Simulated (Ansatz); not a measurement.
Wavefunction ladder for C$_{2}$H$_{3}$FGaN (`F[CH]1N=[CH][GaH]1`)

Z-matrix (Å, degrees):
```
C
N 1 1.456
F 1 1.370 2 111.4
Ga 1 2.045 2 87.3 3 -121.4
H 1 1.093 2 109.0 3 118.8
C 2 1.281 1 109.0 3 133.8
H 4 1.568 1 145.6 2 145.0
H 6 1.091 2 119.1 1 172.2
```

Charge 0, multiplicity 1. Correlated methods include outer-core shells of Ga, which these sets cover unevenly. Scalar relativity is left out up to krypton. The structure was optimised at the PBE0-D4/def2-TZVP level. Frozen core, restricted reference, Ansatz 0.2.0.

```json
{"basis": "def2-SVP", "HF (Eh)": "?", "MP2 corr.": "-0.81421", "CCSD corr.": "-0.83091", "(T)": "?", "CCSD(T) total": "?"}
{"basis": "def2-TZVPP", "HF (Eh)": "-2154.62218", "MP2 corr.": "-0.98734", "CCSD corr.": "-0.99772", "(T)": "-0.04521", "CCSD(T) total": "-2155.66511"}
{"basis": "def2-QZVPP", "HF (Eh)": "?", "MP2 corr.": "?", "CCSD corr.": "–", "(T)": "–", "CCSD(T) total": "–"}
```

Problem. Fill in the withheld values. (Best estimate.)

Solution. Ansatz gave: def2-SVP HF (Eh): -2154.09403; def2-SVP (T): -0.02975; def2-SVP CCSD(T) total: -2154.95469; def2-QZVPP HF (Eh): -2154.67241; def2-QZVPP MP2 corr.: -1.29283.
